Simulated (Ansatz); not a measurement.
Li2Si2⁺. Charge 1, multiplicity 2. Geometry PBE0-D4/def2-TZVP; atoms count from 1.

```xyz
4

Li   -1.760    1.002    0.748
Li    0.641   -1.463   -1.454
Si    0.426   -0.536    1.064
Si    0.694    0.996   -0.358
```

The structure comes from a short search, and lower isomers may exist.

Q: Estimate the Mulliken populations from the PBE0/def2-TZVP orbitals of Ansatz.

A: 
```
atom  charge (e)  spin (α − β)
 Li1        0.75         -0.01
 Li2        0.75         -0.01
 Si3       -0.25          0.51
 Si4       -0.25          0.51
```
Mulliken values depend strongly on the basis.

Q: Where does the spin sit?

A: Summed by element: Li -0.02, Si 1.02, of 1 unpaired in all. Largest on single atoms: Si3 0.51, Si4 0.51, Li1 -0.01.

Q: And the Mayer bond orders between heavy atoms (over 0.3)?

A: Si3–Si4 2.40 (2.11 Å).
